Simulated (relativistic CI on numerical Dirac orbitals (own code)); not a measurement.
## d2 in a ligand field

Computed with a parametric ligand-field model of a d^n configuration (Racah B and C, spin-orbit zeta, crystal field), exact diagonalisation.

Field parameters in Wybourne normalisation: Td as Oh with Dq negative (B⁴₀ = 21Dq, B⁴₄ = √(5/14) B⁴₀). The field is a parameter set, without covalency.

(1) Ground term and bands for B = 840, C = 3780, ζ = 0 cm⁻¹, Td, 10Dq = -840 cm⁻¹?

(2) Ground term and bands for B = 840, C = 3780, ζ = 0 cm⁻¹, Td, 10Dq = -6130 cm⁻¹?

(3) Ground term and bands for B = 840, C = 3780, ζ = 0 cm⁻¹, Td, 10Dq = -9910 cm⁻¹?

(4) Ground term and bands for B = 840, C = 3780, ζ = 0 cm⁻¹, Td, 10Dq = -3860 cm⁻¹?

(5) Ground term and bands for B = 840, C = 3780, ζ = 0 cm⁻¹, Td, 10Dq = -11420 cm⁻¹?

## Answers

(1) Ground term 3A2 with 2.00 electrons in the two orbitals of the cubic e set. Spin-allowed: 3T2 840 cm⁻¹, 3T1 1503 cm⁻¹, 3T1 13617 cm⁻¹ (734 nm). Lowest spin-forbidden: 1E 12369 cm⁻¹ (808 nm), 1T2 12931 cm⁻¹ (773 nm), 1A1 18288 cm⁻¹ (547 nm). With an A2 ground term the first spin-allowed band lies at |10Dq| itself.

(2) Ground term 3A2 with 2.00 electrons in the two orbitals of the cubic e set. Spin-allowed: 3T2 6130 cm⁻¹ (1631 nm), 3T1 10405 cm⁻¹ (961 nm), 3T1 20585 cm⁻¹ (486 nm). Lowest spin-forbidden: 1E 13663 cm⁻¹ (732 nm), 1T2 19355 cm⁻¹ (517 nm), 1A1 21377 cm⁻¹ (468 nm). With an A2 ground term the first spin-allowed band lies at |10Dq| itself.

(3) Ground term 3A2 with 2.00 electrons in the two orbitals of the cubic e set. Spin-allowed: 3T2 9910 cm⁻¹ (1009 nm), 3T1 15990 cm⁻¹ (625 nm), 3T1 26340 cm⁻¹ (380 nm). Lowest spin-forbidden: 1E 13878 cm⁻¹ (721 nm), 1A1 22798 cm⁻¹ (439 nm), 1T2 23453 cm⁻¹ (426 nm). With an A2 ground term the first spin-allowed band lies at |10Dq| itself.

(4) Ground term 3A2 with 2.00 electrons in the two orbitals of the cubic e set. Spin-allowed: 3T2 3860 cm⁻¹ (2591 nm), 3T1 6721 cm⁻¹ (1488 nm), 3T1 17459 cm⁻¹ (573 nm). Lowest spin-forbidden: 1E 13385 cm⁻¹ (747 nm), 1T2 16750 cm⁻¹ (597 nm), 1A1 20240 cm⁻¹ (494 nm). With an A2 ground term the first spin-allowed band lies at |10Dq| itself.

(5) Ground term 3A2 with 2.00 electrons in the two orbitals of the cubic e set. Spin-allowed: 3T2 11420 cm⁻¹ (876 nm), 3T1 18033 cm⁻¹ (555 nm), 3T1 28827 cm⁻¹ (347 nm). Lowest spin-forbidden: 1E 13928 cm⁻¹ (718 nm), 1A1 23240 cm⁻¹ (430 nm), 1T2 25044 cm⁻¹ (399 nm). With an A2 ground term the first spin-allowed band lies at |10Dq| itself.
